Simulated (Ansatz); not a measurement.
Al(CF3)(F)(OH) (CHAlF4O), SMILES [Al]([C](F)(F)F)([OH])[F]. Atoms are numbered in the order given.

```xyz
8

Al    -0.0019     0.1809     0.9437
C      0.0244    -0.2874    -1.0047
F     -0.5032     0.6709    -1.7831
F     -0.6638    -1.4156    -1.2574
F      1.2813    -0.4945    -1.4425
F     -0.5294     1.6802     1.4101
O      0.5287    -0.9861     2.0260
H      0.6005    -0.9619     2.9804
```
Charge 0, spin multiplicity 1.

Geometry: PBE0-D3(BJ)/def2-SVP. The structure was generated by enumeration; whether it is a known compound was not checked. The values are those of a single conformer.

Two levels are set side by side: PBE-D3(BJ)/def2-SVP (Ansatz, a first-principles code) and PBE0-D3(BJ)/def2-SVP (Ansatz). Each level has its own optimised geometry; the coordinates shown are those of the second. Differences are taken from unrounded values.

```csv
quantity,PBE0-D3(BJ),PBE-D3(BJ),PBE-D3(BJ) minus PBE0-D3(BJ)
mean bond length (Å),1.476,1.492,0.016
bond Al1–C2 (Å),2.004,2.011,0.006
bond Al1–F6 (Å),1.656,1.672,0.016
bond Al1–O7 (Å),1.678,1.699,0.021
bond C2–F3 (Å),1.343,1.366,0.023
bond C2–F4 (Å),1.346,1.358,0.012
bond C2–F5 (Å),1.347,1.366,0.019
bond O7–H8 (Å),0.957,0.970,0.012
```

GGA bonds tend to be longer and softer than those of functionals with exact exchange. Differences between two approximate levels are no errors against the true value.
